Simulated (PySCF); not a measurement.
# [IrS2]-, singlet: structure and spectrum

Computed with PBE0/[Ir def2-SVPD with ECP60, S def2-SVPD], scalar-relativistic core potentials, density fitting, no spin–orbit coupling, PySCF.

The structure is a minimum.

```json
{"Point group": "C2v", "Bond lengths": "Ir–S 2.099 Å (×2)", "Bond angles": "S–Ir–S 159.7°", "Highest occupied level": "-1.76 eV", "Principal polarisabilities": "68.7, 72.6, 176.4 bohr³", "Principal quadrupole moments (Buckingham, traceless) about the centre of mass": "-13.08, 5.95, 7.13 D Å", "Entropy at 298.15 K and 1 bar": "299.1 J/(mol K)", "Lowest empty level": "1.19 eV", "Rotational constants": "2.557, 0.06176, 0.0603 cm⁻¹", "Rotational symmetry number": "2", "Zero-point energy": "6.4 kJ/mol", "Dipole moment about the centre of mass": "0.38 D", "Heat capacity Cp at 298.15 K": "51.9 J/(mol K)", "Enthalpy at 298.15 K above 0 K": "13.20 kJ/mol"}
```

Harmonic modes (masses in u: Ir 192.963, S 31.972):
```json
{"symmetry": "a1", "ω (cm⁻¹)": "63", "IR (km/mol)": "0.9", "μ (u)": "39.81"}
{"symmetry": "b2", "ω (cm⁻¹)": "498", "IR (km/mol)": "182", "μ (u)": "40.10"}
{"symmetry": "a1", "ω (cm⁻¹)": "511", "IR (km/mol)": "2.7", "μ (u)": "32.32"}
```

In C2v the vibrations span 2a1 + b2. Here b1 is antisymmetric to the molecular plane and b2 lies in it.

Charges (e); Mulliken and Löwdin values are unreliable with diffuse functions:
```json
{"atom": "Ir1", "Mulliken": "0.30", "Löwdin": "-0.42", "polar tensor": "0.41", "Mayer order to Ir1": "–"}
{"atom": "S2,3", "Mulliken": "-0.65", "Löwdin": "-0.29", "polar tensor": "-0.70", "Mayer order to Ir1": "1.69"}
```
Other Mayer orders above 0.3: S–S 0.49.

Mulliken populations on Ir1 (electrons outside its core potential): s 3.00, p 6.09, d 7.57, f 0.03.

Outer orbital energies (eV). occupied: -5.10, -4.98, -3.22, -3.17, -3.11, -2.01, -1.89, -1.76; empty: 1.19, 1.36, 4.31, 4.57.

Formally Ir is in oxidation state +3, d6, with 0 unpaired electrons (the high-spin count would be 4). The polar-tensor charge on Ir, 0.41, is far below the formal one.

This need not be the most stable arrangement of these atoms. The lowest empty level of this anion is unbound, so it and the gap depend on the basis. With an element this heavy the missing spin–orbit coupling can shift these numbers.

The final relaxation and frequency run took roughly 40 core-seconds on a shared host.
